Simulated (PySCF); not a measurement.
C3H3, SMILES [CH]1[CH][CH]1 (connectivity only; charge and spin as stated), neutral, multiplicity 2.

Coordinates come from a B3LYP-D3(BJ)/def2-TZVP optimisation.

All values below come from M06-2X/def2-TZVPD in PySCF.

Isolated molecule, no solvent.

| Property | Result |
|---|---|
| total energy | -115.94347 hartree |
| point group | Cs |
| α spin, highest occupied and lowest empty level | -5.87 and 0.52 eV |
| β spin, highest occupied and lowest empty level | -9.94 and 0.02 eV |
| dipole moment | 1.46 D |
| quadrupole, principal values (traceless, Buckingham form, about the centre of nuclear charge) | -3.88, 0.54, 3.34 D·Å |
| mean static polarisability | 33.9 bohr³ (5.03 Å³) |
| polarisability, principal values | 26.5, 36.4, 38.9 bohr³ |
| ⟨S²⟩ | 0.754 (pure state 0.75) |
